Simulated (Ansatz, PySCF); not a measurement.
This triplet is an excited state, 0.89 eV above the relaxed singlet at the level frozen-core CCSD(T)/cc-pVTZ // B3LYP-D3(BJ)/def2-TZVP (Ansatz, a program for electronic structure).

**H4NSSi, SMILES `[N+]([SiH3])S` (excited triplet) (charge 1, multiplicity 3)**

All values below come from PBE-D3(BJ)/def2-TZVP // B3LYP-D3(BJ)/def2-TZVP run with PySCF.

The highest occupied spin orbital comes out as -11.63 eV, the total energy is -744.1272 Ha and the cost is around 2.3 core-minutes (rough).

```xyz
7

Si    -1.1345     0.0206     0.0697
N      0.6448    -0.1844    -0.0868
S      2.1468    -0.6312     0.0399
H     -1.4026     0.0257     1.5149
H     -1.6677    -1.1276    -0.6837
H     -1.3094     1.3218    -0.6045
H      2.7225     0.5751    -0.2495
```
Charge +1, spin multiplicity 3.
